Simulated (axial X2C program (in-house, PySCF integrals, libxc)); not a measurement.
# Bond lengths and stretching modes, held linear, of OSnO

Calculated with an axial X2C code built on PySCF integrals: two-component X2C with atomic mean-field Coulomb and Gaunt terms, Gaussian nuclei, basis O dyall-av3z, Sn dyall-v3z with contracted cores. Spin-free rows use the one-electron spin-free X2C Hamiltonian.

Masses O 15.995, Sn 119.902, O 15.995 u. States: 2c Ω = 0 (all partner blocks equally filled); spin-free M_S = 0, Λ = 0 (closed shell).

MP2, spin-free: energies above the lowest point

| r(O–Sn) (Å) | r(Sn–O) (Å) | E (meV) |
| --- | --- | --- |
| 1.7657 | 1.7657 | 121.19 |
| 1.7657 | 1.8110 | 62.39 |
| 1.7657 | 1.8563 | 92.35 |
| 1.8110 | 1.7657 | 62.39 |
| 1.8110 | 1.8110 | 0.00 |
| 1.8110 | 1.8563 | 25.88 |
| 1.8110 | 1.9016 | 127.25 |
| 1.8563 | 1.7657 | 92.35 |
| 1.8563 | 1.8110 | 25.88 |
| 1.8563 | 1.8563 | 46.87 |
| 1.9016 | 1.8110 | 127.25 |
| 1.9016 | 1.9016 | 232.05 |

Problem. Fit a quadratic surface with cubic terms in each bond: where is the minimum, and what are the two stretching wavenumbers?

Solution. At MP2, spin-free: bonds 1.820 and 1.820 Å; harmonic stretches 815.3 and 972.4 cm⁻¹; force constants 6.65, 6.65 and coupling -0.38 mdyn/Å.

The other levels and Hamiltonians give:

```
Hamiltonian  level  r(O–Sn) (Å)  r(Sn–O) (Å)  lower stretch (cm⁻¹)  upper stretch (cm⁻¹)
         2c   PBE0        1.809        1.809                 797.0                 907.3
         2c     HF        1.788        1.788                 842.8                 931.0
         2c    LDA        1.810        1.810                 785.0                 900.8
         2c    MP2        1.820        1.820                 817.9                 973.0
  spin-free   PBE0        1.809        1.809                 797.4                 907.7
  spin-free     HF        1.787        1.787                 844.3                 931.7
  spin-free    LDA        1.809        1.809                 785.3                 901.1
```

Each state is one determinant, the lowest of a limited PBE0 search; the stretches come from a fit to these few points and carry an uncertainty of a few per cent. Other orders of the atoms were not compared. MP2 freezes inner shells (threshold -2 hartree). The molecule was held linear; bending was not examined, so a bent shape may lie lower.
